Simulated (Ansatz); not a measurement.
Ansatz (an electronic-structure program) input (B3LYP-D3(BJ)/def2-TZVP):

Ansatz 0.2 input:
```yaml
crystal:
  periodic: [false, false, false]
  atoms:
    - {symbol: Pb, position_ang: [-0.00000000, -0.00000000, -0.75131942]}
    - {symbol: Br, position_ang: [0.00000000, 0.00000000, 1.76023406]}
basis:
  gaussian:
    orbitals: def2-TZVP
hamiltonian:
  xc: b3lyp
  dispersion: d3bj
total_charge: 1
phonons: {temperatures: {t_min: 298.15, t_max: 298.15, t_step: 100}}
```

Output:

```
Functional definition: B3LYP
integrals: 0.03 GiB planned
843 factors; their error is unknown
mean field: 0.31 GiB planned
mean field evaluation 1: about -75285.5914 eV, gradient 4.2e1 eV
mean field evaluation 2: about -75193.1102 eV, gradient 1.5e2 eV
mean field evaluation 4: about -75291.0405 eV, gradient 1.0e1 eV
mean field evaluation 8: about -75291.3801 eV, gradient 3.2e-2 eV
mean field evaluation 16: about -75291.7596 eV, gradient 8.1e-6 eV
mean field -75291.75964800 eV, -2766.9211324763 hartree, gradient 7.7e-6 eV, S^2 0.000000; 0 other end points of the search recorded, 0 dependent functions left out
the calculation of the forces begins
reference -75291.75984298 eV, -2766.9211396417 hartree; 28, 28 occupied and 70, 70 virtual orbitals, 843 factors
these checks for a lower state are left out or cut short: stability, starts, cluster_reference, orbital_swaps, neighbouring_geometries, increment
integrals: 0.03 GiB planned
843 factors; their error is unknown
mean field: 0.31 GiB planned
mean field -75291.75964800 eV, -2766.9211324765 hartree, gradient 1.8e-6 eV, S^2 0.000000; 0 other end points of the search recorded, 0 dependent functions left out
the calculation of the forces begins
reference -75291.75984299 eV, -2766.9211396419 hartree; 28, 28 occupied and 70, 70 virtual orbitals, 843 factors
these checks for a lower state are left out or cut short: stability, starts, cluster_reference, orbital_swaps, neighbouring_geometries, increment
integrals: 0.03 GiB planned
843 factors; their error is unknown
mean field: 0.31 GiB planned
mean field evaluation 32: about -75291.7596 eV, gradient 1.8e-6 eV
mean field -75291.75964800 eV, -2766.9211324765 hartree, gradient 1.8e-6 eV, S^2 0.000000; 0 other end points of the search recorded, 0 dependent functions left out
the calculation of the forces begins
reference -75291.75984299 eV, -2766.9211396419 hartree; 28, 28 occupied and 70, 70 virtual orbitals, 843 factors
these checks for a lower state are left out or cut short: stability, starts, cluster_reference, orbital_swaps, neighbouring_geometries, increment
integrals: 0.03 GiB planned
843 factors; their error is unknown
mean field: 0.31 GiB planned
mean field -75291.75964800 eV, -2766.9211324765 hartree, gradient 1.8e-6 eV, S^2 0.000000; 0 other end points of the search recorded, 0 dependent functions left out
the calculation of the forces begins
reference -75291.75984299 eV, -2766.9211396419 hartree; 28, 28 occupied and 70, 70 virtual orbitals, 843 factors
these checks for a lower state are left out or cut short: stability, starts, cluster_reference, orbital_swaps, neighbouring_geometries, increment
integrals: 0.03 GiB planned
843 factors; their error is unknown
mean field: 0.31 GiB planned
mean field -75291.75964800 eV, -2766.9211324765 hartree, gradient 1.8e-6 eV, S^2 0.000000; 0 other end points of the search recorded, 0 dependent functions left out
the calculation of the forces begins
reference -75291.75984299 eV, -2766.9211396419 hartree; 28, 28 occupied and 70, 70 virtual orbitals, 843 factors
these checks for a lower state are left out or cut short: stability, starts, cluster_reference, orbital_swaps, neighbouring_geometries, increment
integrals: 0.03 GiB planned
843 factors; their error is unknown
mean field: 0.31 GiB planned
mean field -75291.75959595 eV, -2766.9211305636 hartree, gradient 1.8e-6 eV, S^2 0.000000; 0 other end points of the search recorded, 0 dependent functions left out
the calculation of the forces begins
reference -75291.75979086 eV, -2766.9211377265 hartree; 28, 28 occupied and 70, 70 virtual orbitals, 843 factors
these checks for a lower state are left out or cut short: stability, starts, cluster_reference, orbital_swaps, neighbouring_geometries, increment
integrals: 0.03 GiB planned
843 factors; their error is unknown
mean field: 0.31 GiB planned
mean field evaluation 64: about -75291.7596 eV, gradient 1.8e-6 eV
mean field -75291.75961560 eV, -2766.9211312855 hartree, gradient 1.8e-6 eV, S^2 0.000000; 0 other end points of the search recorded, 0 dependent functions left out
the calculation of the forces begins
reference -75291.75981065 eV, -2766.9211384535 hartree; 28, 28 occupied and 70, 70 virtual orbitals, 843 factors
these checks for a lower state are left out or cut short: stability, starts, cluster_reference, orbital_swaps, neighbouring_geometries, increment
integrals: 0.03 GiB planned
843 factors; their error is unknown
mean field: 0.31 GiB planned
mean field -75291.75964800 eV, -2766.9211324765 hartree, gradient 1.8e-6 eV, S^2 0.000000; 0 other end points of the search recorded, 0 dependent functions left out
the calculation of the forces begins
reference -75291.75984299 eV, -2766.9211396419 hartree; 28, 28 occupied and 70, 70 virtual orbitals, 843 factors
these checks for a lower state are left out or cut short: stability, starts, cluster_reference, orbital_swaps, neighbouring_geometries, increment
integrals: 0.03 GiB planned
843 factors; their error is unknown
mean field: 0.31 GiB planned
mean field -75291.75964800 eV, -2766.9211324765 hartree, gradient 1.8e-6 eV, S^2 0.000000; 0 other end points of the search recorded, 0 dependent functions left out
the calculation of the forces begins
reference -75291.75984299 eV, -2766.9211396419 hartree; 28, 28 occupied and 70, 70 virtual orbitals, 843 factors
these checks for a lower state are left out or cut short: stability, starts, cluster_reference, orbital_swaps, neighbouring_geometries, increment
integrals: 0.03 GiB planned
843 factors; their error is unknown
mean field: 0.31 GiB planned
mean field -75291.75964800 eV, -2766.9211324765 hartree, gradient 1.8e-6 eV, S^2 0.000000; 0 other end points of the search recorded, 0 dependent functions left out
the calculation of the forces begins
reference -75291.75984299 eV, -2766.9211396419 hartree; 28, 28 occupied and 70, 70 virtual orbitals, 843 factors
these checks for a lower state are left out or cut short: stability, starts, cluster_reference, orbital_swaps, neighbouring_geometries, increment
integrals: 0.03 GiB planned
843 factors; their error is unknown
mean field: 0.31 GiB planned
mean field evaluation 96: about -75291.7596 eV, gradient 1.8e-6 eV
mean field -75291.75964800 eV, -2766.9211324765 hartree, gradient 1.8e-6 eV, S^2 0.000000; 0 other end points of the search recorded, 0 dependent functions left out
the calculation of the forces begins
reference -75291.75984299 eV, -2766.9211396419 hartree; 28, 28 occupied and 70, 70 virtual orbitals, 843 factors
these checks for a lower state are left out or cut short: stability, starts, cluster_reference, orbital_swaps, neighbouring_geometries, increment
integrals: 0.03 GiB planned
843 factors; their error is unknown
mean field: 0.31 GiB planned
mean field -75291.75961560 eV, -2766.9211312855 hartree, gradient 1.8e-6 eV, S^2 0.000000; 0 other end points of the search recorded, 0 dependent functions left out
the calculation of the forces begins
reference -75291.75981065 eV, -2766.9211384535 hartree; 28, 28 occupied and 70, 70 virtual orbitals, 843 factors
these checks for a lower state are left out or cut short: stability, starts, cluster_reference, orbital_swaps, neighbouring_geometries, increment
integrals: 0.03 GiB planned
843 factors; their error is unknown
mean field: 0.31 GiB planned
mean field -75291.75959595 eV, -2766.9211305636 hartree, gradient 1.8e-6 eV, S^2 0.000000; 0 other end points of the search recorded, 0 dependent functions left out
the calculation of the forces begins
reference -75291.75979086 eV, -2766.9211377265 hartree; 28, 28 occupied and 70, 70 virtual orbitals, 843 factors
Total energy: -75291.85248641 eV, -2766.9245442248 hartree
Atom 0 at    -0.000000    -0.000000    -0.751319 Å, force     0.000000    -0.000000     0.000018 eV/Å
Atom 1 at     0.000000     0.000000     1.760234 Å, force     0.000000    -0.000000    -0.000018 eV/Å
Dipole moment:    -0.000000    -0.000000    -0.759706 e Å
Vibrations: 252.51 cm⁻¹, zero-point energy 0.015654 eV
```
